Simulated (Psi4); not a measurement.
HClSSi, singlet, at a GFN2-xTB geometry; PBE/def2-SVPD run with Psi4.

The Psi4 input:
```
memory 2 GB

molecule {
0 1
Si    0.07288990   -0.05166997    0.94297054
Cl    1.18720283   -1.08135705   -0.42278007
S    -1.20173488    1.09506596   -0.41025631
H    -1.97514863    1.58539415    0.54977440
}

set {
  basis def2-svpd
}

energy('pbe')
print_variables()
```

### Question
What does Psi4 print? Leave out banner, timings and long lists.

### Answer

```
   => Loading Basis Set <=

    Name: DEF2-SVPD
    Role: ORBITAL
    Keyword: BASIS

         ---------------------------------------------------------
                                   SCF
               by Justin Turney, Rob Parrish, Andy Simmonett
                          and Daniel G. A. Smith
                              RKS Reference
         ---------------------------------------------------------

  ==> Geometry <==

    Molecular point group: c1
    Full point group: C1

    Geometry (in Angstrom), charge = 0, multiplicity = 1:

       Center              X                  Y                   Z               Mass
    ------------   -----------------  -----------------  -----------------  -----------------
         SI           0.040137470771    -0.024043835526     0.953034414966    27.976926534650
         CL           1.154450400771    -1.053730915526    -0.412716195034    34.968852682000
         S           -1.234487309229     1.122692094474    -0.400192435034    31.972071174400
         H           -2.007901059229     1.613020284474     0.559838274966     1.007825032230

  Running in c1 symmetry.

  Rotational constants: A =      0.45788  B =      0.09303  C =      0.07734 [cm^-1]
  Rotational constants: A =  13726.96664  B =   2788.83170  C =   2318.47158 [MHz]
  Nuclear repulsion =  171.795954704074404

  Charge       = 0
  Multiplicity = 1
  Electrons    = 48
  Nalpha       = 24
  Nbeta        = 24

  ==> Algorithm <==

  SCF Algorithm Type is DF.
  DIIS enabled.
  MOM disabled.
  Fractional occupation disabled.
  Guess Type is SAD.
  Energy threshold   = 1.00e-06
  Density threshold  = 1.00e-06
  Integral threshold = 1.00e-12

  ==> Primary Basis <==

  Basis Set: DEF2-SVPD
    Blend: DEF2-SVPD
    Number of shells: 36
    Number of basis functions: 86
    Number of Cartesian functions: 92
    Spherical Harmonics?: true
    Max angular momentum: 2

  ==> DFT Potential <==

   => LibXC <=

    Version 7.1.2
    S. Lehtola, C. Steigemann, M. J. T. Oliveira, and M. A. L. Marques,  SoftwareX 7, 1–5 (2018) (10.1016/j.softx.2017.11.002)

   => Composite Functional: PBE <=

    PBE GGA Exchange-Correlation Functional

    J.P. Perdew et. al., Phys. Rev. Lett., 77(18), 3865-3868, 1996

    Deriv               =              1
    GGA                 =           TRUE
    Meta                =          FALSE

    Exchange Hybrid     =          FALSE
    MP2 Hybrid          =          FALSE

   => Exchange Functionals <=

[...]
   @DF-RKS iter   4: -1147.67882275565580   -3.11087e-02   4.04966e-04 ADIIS/DIIS
   @DF-RKS iter   5: -1147.67951269204468   -6.89936e-04   1.55257e-04 ADIIS/DIIS
   @DF-RKS iter   6: -1147.67963121692901   -1.18525e-04   5.07686e-05 DIIS
   @DF-RKS iter   7: -1147.67964731751840   -1.61006e-05   1.09192e-05 DIIS
   @DF-RKS iter   8: -1147.67964779722729   -4.79709e-07   4.88397e-06 DIIS
   @DF-RKS iter   9: -1147.67964792807925   -1.30852e-07   3.84242e-07 DIIS
  Energy and wave function converged.

  ==> Post-Iterations <==

   Electrons on quadrature grid:
      Ntotal   =   48.0000035054 ; deviation = 3.505e-06

    Orbital Energies [Eh]
    ---------------------

    Doubly Occupied:

[...]
    Virtual:

[...]
    Final Occupation by Irrep:
              A
    DOCC [    24 ]
    NA   [    24 ]
    NB   [    24 ]

  @DF-RKS Final Energy: -1147.67964792807925

   => Energetics <=

    Nuclear Repulsion Energy =            171.7959547040744042
    One-Electron Energy =               -1928.5036519716018120
    Two-Electron Energy =                 683.6641483015395124
    DFT Exchange-Correlation Energy =     -74.6360989620910686
    Empirical Dispersion Energy =           0.0000000000000000
    VV10 Nonlocal Energy =                  0.0000000000000000
    Total Energy =                      -1147.6796479280792482

Computation Completed

Properties will be evaluated at   0.000000,   0.000000,   0.000000 [a0]

Properties computed using the SCF density matrix

 Multipole Moments:

 ------------------------------------------------------------------------------------
     Multipole            Electronic (a.u.)      Nuclear  (a.u.)        Total (a.u.)
 ------------------------------------------------------------------------------------

 L = 1.  Multiply by 2.5417464519 to convert [e a0] to [Debye]
 Dipole X            :          2.6992721           -2.9708698           -0.2715977
 Dipole Y            :         -2.2963797            2.5058799            0.2095002
 Dipole Z            :         -0.5517452            0.9128621            0.3611169
 Magnitude           :                                                    0.4980573

 ------------------------------------------------------------------------------------

  Variable Map:
  ----------------------------------------------------------------------------
[...]
  Array Variable Map:
  ----------------------------------------------------------------------------
[...]
[...]
```
